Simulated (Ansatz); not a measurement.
`O[SiH2]O[SiH2][SiH3]` + `CC[SiH2]O` → `O[SiH2]C[SiH2]O` + `CO[SiH2][SiH3]`  (redistribution)

Computed with Ansatz on PBE0-D4/def2-TZVP structures; ΔE is electronic, products minus reactants. CCSD(T)/CBS is the MP2 limit (def2-TZVPP, def2-QZVPP) plus CCSD(T) − MP2 in def2-TZVPP, frozen cores. DFT in def2-TZVPP. B3LYP here is the variant with VWN-RPA as its local correlation; programs differ in this. One conformer a species, not always the lowest.

```json
{"level": "B3LYP-D4", "ΔE (kcal/mol)": "34.6"}
{"level": "B2PLYP", "ΔE (kcal/mol)": "35.6"}
```

Task: What does CCSD(T)/CBS give? (Estimate.)

Result: Computed: +35.7 kcal/mol. The listed levels differ from it by -1.1, -0.1 kcal/mol.

Largest T1 diagnostic among the species: 0.012.

From PBE to PBE0 (25 % exact exchange), in def2-TZVPP and without D4, ΔE moves by +1.2 kcal/mol. In def2-TZVPP, CCSD(T) changes the Hartree–Fock value by −3.1 kcal/mol (the triples alone add −0.7 kcal/mol) and MP2 by −2.1 kcal/mol.
